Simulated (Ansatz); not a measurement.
The cluster GaO3H3. Charge 0, multiplicity 1. Geometry relaxed at PBE-D4/def2-SVP.

```tsv
atom	x (Å)	y (Å)	z (Å)
Ga1	0.113	-0.089	0.173
O2	0.483	0.004	1.921
O3	0.908	-1.416	-0.741
O4	-1.013	1.140	-0.518
H5	0.664	-1.408	-1.684
H6	0.005	0.753	2.324
H7	-1.160	1.016	-1.474
```

The structure comes from a short search, and lower isomers may exist.

Task: Estimate the harmonic wavenumbers at RKS PBE-D4/def2-SVP (Ansatz, unscaled). Is this a minimum?

Result: 169, 171, 180, 184, 296, 325, 627, 700, 712, 768, 840, 858, 3735, 3739, 3745 cm⁻¹. Yes, no mode is imaginary beyond noise. Zero-point energy 102.0 kJ/mol. It took 19 s on 4 threads of Arm Neoverse V1 on a shared host.
